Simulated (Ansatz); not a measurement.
The first iterations of a band of CH4BCl2FO (10 atoms, charge 0, multiplicity 1).

Theory: RHF/def2-SVP in Ansatz 0.2.0.

```json
{"movable images": "7", "climbing image": "yes", "spring": "5.0 eV/Å²", "optimiser": "quadratic models (default)", "start path": "through a guess of the saddle point", "force threshold": "0.05 eV/Å", "iteration limit": "60", "end points": "relaxed"}
```

Image 0:

```xyz
10
Properties=species:S:1:pos:R:3
B 0.006 -0.132 0.238
Cl 0.188 0.924 1.718
Cl 1.510 -0.234 -0.810
F -1.119 0.039 -0.462
O -0.181 -1.611 0.888
C -0.340 -2.784 0.084
H 0.612 -3.062 -0.356
H -0.735 -3.575 0.715
H -1.057 -2.530 -0.687
H 0.355 -1.737 1.663
```

Image 8:

```xyz
10
Properties=species:S:1:pos:R:3
B 0.064 -0.500 -0.898
Cl 0.659 -1.034 3.501
Cl 0.697 1.139 -0.777
F -0.321 -0.944 -2.071
O -0.020 -1.258 0.189
C -0.510 -2.584 0.188
H 0.255 -3.265 -0.185
H -0.749 -2.842 1.215
H -1.402 -2.669 -0.430
H 0.567 -0.745 2.261
```

| iteration | highest image above the first end (eV) | largest band force component (eV/Å) |
| --- | --- | --- |
| 1 | 5.392 | 16.582 |
| 2 | 2.346 | 6.627 |
| 3 | 1.606 | 2.508 |
| 4 | 1.263 | 2.067 |
| 5 | 1.270 | 4.602 |
| 6 | 1.171 | 2.270 |
| 7 | 1.030 | 2.091 |
| 8 | 1.000 | 2.145 |
| 9 | 0.856 | 1.280 |
| 10 | 0.708 | 0.519 |
| 11 | 0.443 | 1.350 |
| 12 | 0.580 | 1.232 |
| 13 | 0.682 | 0.656 |
| 14 | 0.806 | 0.780 |
| 15 | 0.828 | 1.194 |
| 16 | 0.796 | 1.498 |

Problem. Does the band converge within its limit, and where does its top end?

Solution. The forces met the threshold. It ended after 50 iterations with the highest image 1.178 eV above the first end. The profile has 2 maxima (images 1, 4) with wells between them (image 2): this band takes more than one step, which may be the mechanism or a detour left from its start path. Neighbouring images differ by up to 1.4 eV, so the band resolves the path poorly. A vibrational analysis at the climbing image gives one clearly imaginary mode, 900i cm⁻¹: a first-order saddle point. The orbitals stay closed-shell, which can raise the energy where a bond breaks towards radicals; this wasn't checked here.

Run time: 7.6 min on 2 threads of Arm Neoverse V2, with other jobs on the host, peak memory 0.26 GiB.
